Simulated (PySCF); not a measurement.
Correlation energy of Ga⁺ (gallium, charge +1)

[Ar] 3d10 4s2, closed-shell 1S. Computed with PySCF 2.14 in cc-pVTZ-PP with ECP10MDF (5s4p3d1f, 39 functions), with a scalar-relativistic core potential. Frozen: 3s2 3p6 3d10; 2 electrons correlated.

Total MP2 correlation energy: -26.58 mhartree.

Same-spin part 0.00 and opposite-spin part -26.58 mhartree; SCS-MP2 scales them by 1/3 and 6/5 to -31.90 mhartree.

With two correlated electrons CCSD is exact within the correlated space (frozen core and kept virtual orbitals).

| level | correlation energy (mhartree) |
| --- | --- |
| CCSD | -37.33 |

Diagnostics: T1 = 0.0072, D1 = 0.0102, largest double amplitude 0.095.

Cost of the coupled-cluster step: 0.14 s of wall time on 1 thread of Neoverse-N1 (shared host), for 2 correlated electrons.
